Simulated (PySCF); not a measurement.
**Continuum solvent and chemical shifts**

Mapped SMILES: `[CH2:1]=[CH:2][C:3](=[O:4])[O:5][CH2:6][C:7]([F:8])([F:9])[F:10]`. Each H is labelled by its parent atom. Ha(C1) is cis to C3; Hb(C1) is trans to C3.

GIAO PBE0/pcSseg-1 in PySCF 2.14.0 with density-fitted response routines on one PBE0-D3(BJ)/def2-SVP conformer, non-relativistic, equivalent nuclei averaged. Solvents enter as an IEF-PCM continuum (benzene with ε = 2.3) around the gas-phase geometry. Shifts are referred to TMS, CFCl3 computed in the same medium.

Gas phase, δ in ppm: C3 168.3, C1 145.3, C2 134.6, C7 127.9, C6 59.8, F8/F9/F10 -88.5, Ha(C1) 7.14, Hb(C1) 6.35, H(C2) 6.28, H(C6) 4.52. Dipole moment 2.38 D.

(1) How does each δ change in the continuum?

(2) Which nuclei move most (in ppm), and what does the model miss?

## Answers

(1) 
| atoms | environment | Δδ, benzene |
| --- | --- | --- |
| C3 | ester carbonyl carbon | +1.5 |
| C1 | β carbon of a C=C–C=O unit | +2.2 |
| C2 | α carbon of a C=C–C=O unit | +0.1 |
| C7 | CF3 carbon | +0.7 |
| C6 | sp3 CH2 bonded to O | +0.5 |
| F8/F9/F10 | fluorine of a CF3 group | +0.4 |
| Ha(C1) | hydrogen on a β carbon of a C=C–C=O unit | +0.07 |
| Hb(C1) | hydrogen on a β carbon of a C=C–C=O unit | +0.18 |
| H(C2) | hydrogen on an α carbon of a C=C–C=O unit | +0.09 |
| H(C6) | hydrogen on an sp3 CH2 bonded to O | +0.11 |

Changes are relative to the gas phase. The dipole moment becomes 2.60 D in benzene.

(2) C1 (β carbon of a C=C–C=O unit, +2.2 ppm) in benzene. A continuum only polarises the solute; specific hydrogen bonds, the anisotropy of aromatic solvents and changes of geometry or conformer are outside it.
